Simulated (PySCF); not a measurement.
The multiplicity is imposed and other spin states were not computed.

Cartesian coordinates (Å):
```xyz
7

Zn    -0.0682    -0.0465    -0.0255
C      1.5328    -0.9966    -0.5648
H      2.0443    -0.4629    -1.3917
H      1.2904    -2.0209    -0.9137
H      2.2463    -1.0799     0.2802
S     -1.8825     1.0438     0.5612
H     -1.8399     0.5102     1.8165
```
Charge 0, spin multiplicity 1.

**Question.** Estimate the total energy, charge on the central atom (Mulliken) and LUMO that TPSSh-D3(BJ)/def2-TZVP // PBE-D3(BJ)/def2-SVP in PySCF returns for this input.

**Answer.** 
| Item | Result |
|---|---|
| total energy | -2218.1812 Ha |
| charge on the central atom (Mulliken) | 0.36 e |
| LUMO | -0.66 eV |
